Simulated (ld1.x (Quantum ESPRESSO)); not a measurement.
**Logarithmic derivatives: N (Z = 7), PAW**

nitrogen, PAW, made with ld1.x (Quantum ESPRESSO) 7.5 (BP86, scalar-relativistic). Core [He], reference 2s1.75 2p3.25. Waves: 2s (bound): rcut 0.65, rcutus 0.90 bohr; 2s channel at -0.6 Ry: rcut 0.65, rcutus 0.90 bohr; 2p (bound): rcut 2.45, rcutus 2.70 bohr; 2p channel at 0.35 Ry: rcut 2.45, rcutus 2.70 bohr; 3d channel at 0.25 Ry: rcut 2.50, rcutus 2.85 bohr. Local part: all-electron potential smoothed inside 1.10 bohr (lloc = -1). Core correction: Bessel-smoothed model core inside 0.85 bohr. Augmentation charge: BESSEL, radius 0.60 bohr.

The phase is arctan(r·u′/u) with u = r·R(r), unwrapped; energies in Ry, scanned from -3 to 5 Ry. A pole is an energy at which the radial function vanishes at the test radius. The pseudo phase is shifted by a multiple of π to meet the all-electron one at the reference energy, and phase errors are pseudo minus all-electron; the curves can meet again beyond the range given. Levels narrower than the energy grid can be missing from the lists of poles.

A narrow feature of the pseudo curve, probably an extra level, lies near 0.90 Ry in the d channel; the grid steps over it, so the window and error are not given (n/a).

Q: For each channel, where are the poles, and over which energies does the pseudopotential scatter like the atom?

A:

```
channel  radius (bohr)  reference energy (Ry)  poles, all-electron       poles, pseudo  unbroken range about the reference energy with phases within 0.05 rad  phase error 1 Ry above the reference energy (rad)
      s           3.11                  -1.38          -1.32, 2.47         -1.32, 2.47                                                        the whole range                                             -0.000
      p           3.11                  -0.54          -0.42, 2.73  -1.78, -0.43, 0.68                                                            -0.6 to 0.5                                             -0.026
      d           3.11                   0.25                 2.24                2.30                                                                    n/a                                                n/a
```

The ghost test of this file was not conclusive. Its overlap operator is not positive definite in a basis up to 400 Ry (lowest eigenvalue p -1.97), so the file is unfit for use: the generalised eigenproblem breaks down once the basis is large enough, and its test numbers describe a broken file.

Phases in the d channel:

| E (Ry) | all-electron | pseudo |
| --- | --- | --- |
| -3.00 | 1.397 | 1.397 |
| -2.76 | 1.391 | 1.391 |
| -2.52 | 1.383 | 1.383 |
| -2.28 | 1.375 | 1.375 |
| -2.04 | 1.366 | 1.366 |
| -1.80 | 1.356 | 1.356 |
| -1.56 | 1.344 | 1.344 |
| -1.32 | 1.329 | 1.329 |
| -1.08 | 1.312 | 1.312 |
| -0.84 | 1.290 | 1.290 |
| -0.60 | 1.263 | 1.263 |
| -0.36 | 1.227 | 1.227 |
| -0.12 | 1.176 | 1.176 |
| 0.12 | 1.099 | 1.099 |
| 0.36 | 0.970 | 0.970 |
| 0.60 | 0.718 | 0.718 |
| 0.84 | 0.159 | 0.159 |
| 1.08 | -0.646 | -0.636 |
| 1.32 | -1.111 | -1.103 |
| 1.56 | -1.325 | -1.317 |
| 1.80 | -1.443 | -1.435 |
| 2.04 | -1.521 | -1.510 |
| 2.28 | -1.580 | -1.566 |
| 2.52 | -1.630 | -1.612 |
| 2.76 | -1.680 | -1.653 |
| 3.00 | -1.735 | -1.694 |
| 3.24 | -1.806 | -1.740 |
| 3.48 | -1.915 | -1.794 |
| 3.72 | -2.122 | -1.867 |
| 3.96 | -2.641 | -1.975 |
| 4.20 | -3.630 | -2.161 |
| 4.44 | -4.174 | -2.535 |
| 4.68 | -4.386 | -3.229 |
| 4.92 | -4.492 | -3.862 |
